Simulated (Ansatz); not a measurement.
FH₅O₃Si₂, SMILES `O[SiH](O)O[SiH2]F`, relaxed with RKS PBE0-D4/def2-TZVP in Ansatz from a PBE-D4/def2-SVP geometry. The force threshold is 0.005 eV/Å; the program also tests the step.

Charge 0, multiplicity 1.

Start:

```xyz
11

O    -0.568    1.493   -1.928
Si    0.385    0.458   -1.042
O     0.127   -1.162   -1.379
O     0.013    0.564    0.578
Si   -0.113   -0.399    1.927
F     0.134    0.560    3.225
H    -1.524    1.449   -1.745
H     1.780    0.897   -1.321
H     0.322   -1.448   -2.288
H    -1.500   -0.952    2.040
H     0.945   -1.460    1.934
```

**Question.** How much energy does the relaxation release, and in how many steps? (An estimate is asked.)

**Answer.** The calculation gave: 3.28 kcal/mol, in 10 steps.

**Question.** Which bonds change most? (An estimate is asked.)

**Answer.** Computed: O4–Si5 from 1.662 to 1.620 Å; Si2–O4 from 1.665 to 1.625 Å; Si5–F6 from 1.633 to 1.592 Å; Si2–O3 from 1.674 to 1.638 Å.

**Question.** Give the relaxed structure. (Estimate.)

**Answer.** The calculation gave: 
```xyz
11

O    -0.546    1.478   -1.856
Si    0.368    0.416   -1.027
O     0.139   -1.138   -1.492
O    -0.023    0.423    0.550
Si   -0.112   -0.393    1.947
F     0.135    0.643    3.130
H    -1.499    1.442   -1.758
H     1.756    0.859   -1.237
H     0.307   -1.361   -2.409
H    -1.470   -0.947    2.125
H     0.946   -1.422    2.027
```
